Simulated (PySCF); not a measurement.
Ionisation energy of Ge³⁰⁺ by level of theory

Ge³⁰⁺ 1s2 (1S) → Ge³¹⁺ 1s1 (2S), as a difference of total energies. Computed with PySCF 2.14 in an even-tempered Gaussian basis (17 s from 40 bohr⁻², ratio 2.2; 7 p from 60 bohr⁻², ratio 2.4; 4 d from 180 bohr⁻², ratio 2.4; 3 f from 270 bohr⁻², ratio 2.4; 3 g from 410 bohr⁻², ratio 2.4), with the spin-free X2C one-electron Hamiltonian (Gaussian nucleus). Correlated levels: nothing frozen; virtual orbitals above 40 to 60 times the deepest correlated orbital energy dropped. The calculations carry no spin-orbit coupling.

```csv
method,ionisation energy (eV),difference from reference (eV)
UHF,13569.2,+11.8
MP2 (all electrons),13570.6,+13.2
SCS-MP2 (all electrons),13570.9,+13.5
CCSD (all electrons),13570.6,+13.2
```

Reference: 13557.4 eV (theoretical estimate listed by NIST; NIST Atomic Spectra Database, ionization energies).

For this ion Breit and QED terms and the two-electron picture change, all absent here, outweigh the differences among the correlated methods.

With two correlated electrons CCSD is exact in that space.
